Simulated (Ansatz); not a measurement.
`CC[O][Sn]([CH3])([Cl])[Cl]` + CH₄ → `[CH3][Sn]([CH3])([Cl])[Cl]` + `CCO` at 298.15 K and 1 bar (formal exchange of groups at the Sn–O bond).

Computed with Ansatz on PBE0-D4/def2-TZVP structures; ΔE is electronic, products minus reactants. CCSD(T)/CBS adds triple-zeta CCSD(T) − MP2 to the extrapolated MP2 energy (def2 sets, frozen cores). This one scheme is used for every species. def2 core potentials past Kr. For Sn outer-core shells are correlated without core-valence functions, which leaves a few kJ/mol of doubt a bond. One conformer a species, not always the lowest.

```csv
species,CCSD(T)/CBS energy (Eh),H − E (kJ/mol),S (J/(mol·K))
`CC[O][Sn]([CH3])([Cl])[Cl]`,-1327.85357,318.7,469.7
CH₄,-40.46206,127.4,186.2
`[CH3][Sn]([CH3])([Cl])[Cl]`,-1213.41687,223.0,407.9
`CCO`,-154.88256,224.2,269.4
```

H − E and S are ideal-gas, rigid-rotor, harmonic terms from PBE0-D4/def2-TZVP, for one conformer and one mirror image of each species. 1 Eh = 2625.50 kJ/mol, R = 8.31446 J/(mol·K).

Task: By hand: ΔE, ΔH, ΔS and ΔG.

Result: ΔE = (-1213.41687) + (-154.88256) − (-1327.85357) − (-40.46206) = 0.01620 Eh = 42.5 kJ/mol. Δ(H − E) = 223.0 + 224.2 − 318.7 − 127.4 = 1.1, so ΔH = 43.6 kJ/mol. ΔS = 407.9 + 269.4 − 469.7 − 186.2 = 21.4 J/(mol·K). ΔG = 43.6 − 298.15 × (21.4)/1000 = 37.2 kJ/mol.

Task: By hand: the equilibrium constant, and the temperature at which ΔG would vanish if ΔH and ΔS stayed fixed.

Result: log₁₀ K = −ΔG/(RT ln 10) = -6.5. ΔG = 0 at ΔH/ΔS = 2037 K.

ΔH outweighs TΔS. A doubt of 5 kJ/mol in ΔE shifts log₁₀ K by 0.9 here. Other conformers and mirror images would add mixing entropy, several J/(mol·K) or more a flexible species. Modes under 60 cm⁻¹, often nearly free rotors, make the harmonic entropy too high. These are equilibria of isolated gas molecules and say nothing of rates. Largest T1 diagnostic: 0.012 (customary marks: 0.02 for closed shells, 0.045 for open ones).
